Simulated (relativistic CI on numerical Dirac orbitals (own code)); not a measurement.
## Sensitivity of the levels of In17+ to α and to the nuclear radius

Method of calculation: Dirac-Coulomb-Breit CI, separate exchange-only KLI orbitals for each configuration, derivatives by finite differences, unscaled Slater integrals, QED left out (own radial code, finite nucleus).

CI space (outside the closed core [Ar] 3d10): 4s2.4p2, 4s.4p3, 4p4, 4s2.4p.4d, 4s.4p2.4d, 4s2.4p.4f, 4s2.4d2, 4s.4d3. Double excitations out of closed p, d and f shells are left out; levels of such configurations are missing from the list, as are those of other unlisted configurations, and high levels can miss mixing partners.

With x = (α/α₀)² − 1 an excitation energy changes as ω = ω₀ + qx; K = 2q/ω₀ is the relative enhancement. Terms are leading LS components, so labels can repeat. The field-shift factor is F = δν/δ⟨r²⟩ for the transition from the lowest level.

Lowest level 4s2.4p2 3P_0.

| Level | ω₀ (cm⁻¹) | q (cm⁻¹) | F (GHz/fm²) |
| --- | --- | --- | --- |
| 4s2.4p2 3P_1 | 57329 | 75260 | -1.8 |
| 4s2.4p2 3P_2 | 73785 | 78440 | -1.86 |
| 4s2.4p2 1D_2 | 144536 | 153400 | -4.07 |
| 4s2.4p2 1S_0 | 187235 | 152000 | -4.9 |
| 4s.4p3 5S°_2 | 360843 | 131000 | -100 |
| 4s.4p3 3D°_1 | 435679 | 119500 | -94.2 |
| 4s.4p3 3D°_2 | 445399 | 150800 | -95.3 |
| 4s.4p3 3D°_3 | 467799 | 174000 | -95.6 |
| 4s.4p3 3P°_0 | 505776 | 174700 | -97 |
| 4s.4p3 3P°_1 | 515457 | 186900 | -96.7 |
| 4s.4p3 3P°_2 | 523140 | 185300 | -90.1 |
| 4s.4p3 1D°_2 | 581940 | 209900 | -79.1 |
| 4s.4p3 3S°_1 | 586418 | 154600 | -99.8 |
| 4s2.4p.4d 3F°_2 | 641040 | 96100 | -6.39 |
| 4s.4p3 1P°_1 | 663581 | 229400 | -93.9 |
| 4s2.4p.4d 3F°_3 | 668922 | 113900 | 0.473 |
| 4s2.4p.4d 3P°_2 | 704258 | 100500 | -10.1 |
| 4s2.4p.4d 3D°_1 | 715775 | 94030 | -7.4 |
| 4s2.4p.4d 3F°_4 | 719445 | 176200 | -0.222 |
| 4s2.4p.4d 1D°_2 | 759330 | 164800 | -14.3 |
| 4s2.4p.4d 3P°_0 | 764949 | 163500 | -5.18 |
| 4s2.4p.4d 3P°_1 | 773079 | 168300 | -7.78 |
| 4s2.4p.4d 3D°_3 | 775141 | 156900 | -5.13 |

At this charge energies of transitions that change n are usually good to better than 1 %, and those within a shell (Δn = 0) to a few per cent.

Task: Which transition from the lowest level has the largest |K|?

Result: 4s2.4p2 3P_1 at 57329 cm⁻¹, K = 2.63.
